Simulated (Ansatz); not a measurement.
## Ansatz (development build ahead of 0.2.0) run

```yaml
crystal:
  periodic: [false, false, false]
  atoms:
    - { symbol: Cu, position_ang: [0.0, 0.0, 0.0] }
    - { symbol: O, position_ang: [0.0, 0.0, 3.956] }
basis:
  gaussian: { orbitals: def2-SVP }
magnetization:
  spin_polarized: true
  initial_magnetization: 1
hamiltonian:
  xc: pbe0
scf:
  omitted_lower_state_checks: [stability, starts, atomic_configurations, cluster_reference, orbital_swaps, given_window_search, neighbouring_geometries, increment]
output:
  forces: true
```

The input is written out in the form of the current development build from the run's settings.

Results

| Quantity | Value |
| --- | --- |
| Converged | yes |
| Total energy | -1714.91773 hartree |
| Spin squared of the determinant | 1.653 |

Forces (eV/Å):
| atom | Fx | Fy | Fz |
| --- | --- | --- | --- |
| Cu1 | 0.000 | 0.000 | 0.188 |
| O2 | 0.000 | 0.000 | -0.188 |

Caution: charge can spread falsely over distant fragments; the unrestricted determinant is a mixture of spin states.
